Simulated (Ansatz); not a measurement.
`[NH2][Ga]([F])[F]` + H₂Se → `[F][Ga]([F])[SeH]` + NH₃  (ligand exchange at a Ga–N bond)

Calculated with Ansatz (gas phase, PBE0-D4/def2-TZVP geometries, no zero-point term in ΔE). CCSD(T)/CBS is the MP2 limit (def2-TZVPP, def2-QZVPP) plus CCSD(T) − MP2 in def2-TZVPP, frozen cores. This one scheme is used for every species. DFT in def2-TZVPP. For Ga, Se outer-core shells are correlated without core-valence functions, which leaves a few kJ/mol of doubt a bond. Scalar relativity is left out up to krypton. One conformer a species, not always the lowest.

(1) Is it downhill or uphill in electronic energy at CCSD(T)/CBS, and by how much? (Best estimate.)

(2) What do these levels give: PBE-QIDH, r2SCAN0, LC-ωPBE, MP2/def2-SVP, SCS-MP2/def2-TZVPP, SCS-MP2/def2-QZVPP? (Best estimate.)

Largest T1 diagnostic among the species: 0.014.

Answers

(1) Computed: Downhill: ΔE = -0.64 eV.

(2) The calculation gave: PBE-QIDH -0.67, r2SCAN0 -0.70, LC-ωPBE -0.59, MP2/def2-SVP -0.55, SCS-MP2/def2-TZVPP -0.61, SCS-MP2/def2-QZVPP -0.61 eV.

At CCSD(T), def2-SVP lies +0.10 eV from the extrapolated value and def2-TZVPP +0.02 eV. Leaving LDA and LC-ωPBE aside and taking each functional with its dispersion term where it has one, the values, not all of them listed here, spread over 0.13 eV, from PBE-D4 to CAM-B3LYP-D4. LDA lies +0.09 eV from PBE without D4.
